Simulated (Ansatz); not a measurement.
`C[O][Zr]([F])([F])[Br]` + `N=C=C=O` → `CN=C=C=O` + `[OH][Zr]([F])([F])[Br]` at 298.15 K and 1 bar (substitution at a C–O bond).

Calculated with Ansatz (gas phase, PBE0-D4/def2-TZVP geometries, no zero-point term in ΔE). CCSD(T)/CBS is the MP2 limit (def2-TZVPP, def2-QZVPP) plus CCSD(T) − MP2 in def2-TZVPP, frozen cores. def2 core potentials past Kr. For Br, Zr outer-core shells are correlated without core-valence functions, which leaves a few kJ/mol of doubt a bond. Scalar relativity is left out up to krypton. One conformer a species, not always the lowest.

```csv
species,CCSD(T)/CBS energy (Eh),H − E (kJ/mol),S (J/(mol·K))
`C[O][Zr]([F])([F])[Br]`,-2935.22368,149.4,426.9
`N=C=C=O`,-206.46439,80.8,267.9
`CN=C=C=O`,-245.72017,158.7,304.2
`[OH][Zr]([F])([F])[Br]`,-2895.97895,68.6,380.8
```

H − E and S are ideal-gas, rigid-rotor, harmonic terms from PBE0-D4/def2-TZVP, for one conformer and one mirror image of each species. 1 Eh = 2625.50 kJ/mol, R = 8.31446 J/(mol·K).

**Question.** By hand: ΔE, ΔH, ΔS and ΔG.

**Answer.** ΔE = (-245.72017) + (-2895.97895) − (-2935.22368) − (-206.46439) = -0.01105 Eh = -29.0 kJ/mol. Δ(H − E) = 158.7 + 68.6 − 149.4 − 80.8 = -2.9, so ΔH = -31.9 kJ/mol. ΔS = 304.2 + 380.8 − 426.9 − 267.9 = -9.8 J/(mol·K). ΔG = -31.9 − 298.15 × (-9.8)/1000 = -29.0 kJ/mol.

**Question.** By hand: the equilibrium constant, and the temperature at which ΔG would vanish if ΔH and ΔS stayed fixed.

**Answer.** log₁₀ K = −ΔG/(RT ln 10) = 5.1. ΔG = 0 at ΔH/ΔS = 3255 K, far beyond where these terms or the molecules hold.

The number of gas molecules stays the same, so ΔS is small and ΔH decides. A doubt of 5 kJ/mol in ΔE shifts log₁₀ K by 0.9 here. Other conformers and mirror images would add mixing entropy, several J/(mol·K) or more a flexible species. Modes under 60 cm⁻¹, often nearly free rotors, make the harmonic entropy too high. These are equilibria of isolated gas molecules and say nothing of rates. Largest T1 diagnostic: 0.019 (customary marks: 0.02 for closed shells, 0.045 for open ones).
